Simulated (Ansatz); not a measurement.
One change: `CO[B](C)[AlH2]` becomes `C[BH][AlH2]`.

Ansatz, PBE0-D4/def2-TZVP geometries, multiplicity 1. Each molecule was computed in one conformer, which needn't be the lowest.

| property | `CO[B](C)[AlH2]` |
| --- | --- |
| HOMO energy (PBE/def2-TZVPP) / eV | -5.57 |
| HOMO–LUMO gap (PBE0/def2-TZVPP) / eV | 5.14 |
| size of the dipole moment (B3LYP/def2-TZVPP) / D | 1.33 |
| HOMO energy (B3LYP/def2-TZVPP) / eV | -6.55 |
| LUMO energy (B3LYP/def2-TZVPP) / eV | -1.77 |
| HOMO–LUMO gap (PBE/def2-TZVPP) / eV | 3.22 |

Question: Give the same properties after the change, and the shifts. (Best estimate.)

Answer: Computed: 
```json
{"property": "HOMO energy (PBE/def2-TZVPP) / eV", "`C[BH][AlH2]`": "-5.87", "shift": "-0.30"}
{"property": "HOMO–LUMO gap (PBE0/def2-TZVPP) / eV", "`C[BH][AlH2]`": "5.30", "shift": "0.16"}
{"property": "size of the dipole moment (B3LYP/def2-TZVPP) / D", "`C[BH][AlH2]`": "1.24", "shift": "-0.09"}
{"property": "HOMO energy (B3LYP/def2-TZVPP) / eV", "`C[BH][AlH2]`": "-6.85", "shift": "-0.30"}
{"property": "LUMO energy (B3LYP/def2-TZVPP) / eV", "`C[BH][AlH2]`": "-1.90", "shift": "-0.13"}
{"property": "HOMO–LUMO gap (PBE/def2-TZVPP) / eV", "`C[BH][AlH2]`": "3.18", "shift": "-0.04"}
```

With PBE0 the HOMO falls by 0.29 eV and the LUMO falls by 0.14 eV, so the gap widens by about 0.15 eV. PBE moves the HOMO by -0.30 eV and ωB97M-V by -0.31 eV. Dipoles are sizes alone; their direction can turn.

B3LYP here is the variant with VWN-RPA as its local correlation; programs differ in this.
